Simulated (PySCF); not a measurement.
diphosphane (H4P2), SMILES PP.

The structure is a stationary point at B3LYP-D3(BJ)/def2-TZVP.

Level of theory: TDA-M06-2X/def2-TZVPD in PySCF.

Vertical excitations. Isolated molecule, no solvent. State labels are in the subgroup C2h.

```json
[
 {"state": "S1", "symmetry": "Bu", "energy (eV)": "5.54", "λ (nm)": "224", "f": "0.253", "main pairs": "HOMO→LUMO 91 %"},
 {"state": "S2", "symmetry": "Ag", "energy (eV)": "5.60", "λ (nm)": "221", "f": "0.000", "main pairs": "HOMO→LUMO+1 96 %"},
 {"state": "S3", "symmetry": "Au", "energy (eV)": "6.12", "λ (nm)": "203", "f": "0.025", "main pairs": "HOMO→LUMO+3 95 %"},
 {"state": "S4", "symmetry": "Bg", "energy (eV)": "6.12", "λ (nm)": "203", "f": "0.000", "main pairs": "HOMO→LUMO+2 97 %"},
 {"state": "S5", "symmetry": "Bu", "energy (eV)": "7.15", "λ (nm)": "173", "f": "0.067", "main pairs": "HOMO→LUMO+4 81 %"},
 {"state": "S6", "symmetry": "Ag", "energy (eV)": "7.35", "λ (nm)": "169", "f": "0.000", "main pairs": "HOMO→LUMO+5 47 %, HOMO−1→LUMO 45 %"},
 {"state": "S7", "symmetry": "Ag", "energy (eV)": "7.70", "λ (nm)": "161", "f": "0.000", "main pairs": "HOMO−1→LUMO 37 %, HOMO→LUMO+5 35 %, HOMO→LUMO+6 21 %"},
 {"state": "S8", "symmetry": "Bu", "energy (eV)": "8.12", "λ (nm)": "153", "f": "0.156", "main pairs": "HOMO−1→LUMO+1 71 %, HOMO→LUMO+8 14 %"},
 {"state": "S9", "symmetry": "Ag", "energy (eV)": "8.16", "λ (nm)": "152", "f": "0.000", "main pairs": "HOMO→LUMO+6 61 %, HOMO−2→LUMO+1 20 %, HOMO→LUMO+5 10 %"},
 {"state": "S10", "symmetry": "Bu", "energy (eV)": "8.21", "λ (nm)": "151", "f": "0.586", "main pairs": "HOMO−2→LUMO 52 %, HOMO→LUMO+8 32 %"},
 {"state": "T1", "symmetry": "Bu", "energy (eV)": "4.42", "λ (nm)": "280", "f": "0", "main pairs": "HOMO→LUMO 86 %"},
 {"state": "T2", "symmetry": "Bg", "energy (eV)": "5.30", "λ (nm)": "234", "f": "0", "main pairs": "HOMO→LUMO+2 89 %"},
 {"state": "T3", "symmetry": "Ag", "energy (eV)": "5.34", "λ (nm)": "232", "f": "0", "main pairs": "HOMO→LUMO+1 89 %"},
 {"state": "T4", "symmetry": "Au", "energy (eV)": "5.63", "λ (nm)": "220", "f": "0", "main pairs": "HOMO→LUMO+3 88 %"}
]
```
Triplets are in the Tamm–Dancoff approximation.
